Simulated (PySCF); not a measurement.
A calculated (B3LYP, PySCF 2.14, x2c-QZVPPall, scalar relativity by spin-free X2C-1e) atom or ion has these occupied shells.

```tsv
shell	electrons	orbital energy (eV)	rms radius, mean of both spins (bohr)
1s α	1	-27806.0	0.0341
1s β	1	-27805.9	0.0341
2s α	1	-4204.7	0.139
2s β	1	-4204.3	0.139
2p α	3	-3777.9	0.124
2p β	3	-3777.6	0.124
3s α	1	-826.92	0.372
3s β	1	-826.66	0.372
3p α	3	-686.17	0.374
3p β	3	-685.91	0.374
3d α	5	-466.70	0.353
3d β	5	-466.34	0.353
4s α	1	-150.43	0.899
4s β	1	-148.98	0.899
4p α	3	-107.63	0.978
4p β	3	-106.12	0.978
4d α	5	-45.090	1.23
4d β	4	-43.911	1.23
5s α	1	-28.108	2.38
5p α	1	-20.086	2.82
```

Task: Name the element and its charge.

Result: In²⁺ (indium, charge +2), in [Kr] 4d9 5s1 5p1, one real determinant (an excited configuration).
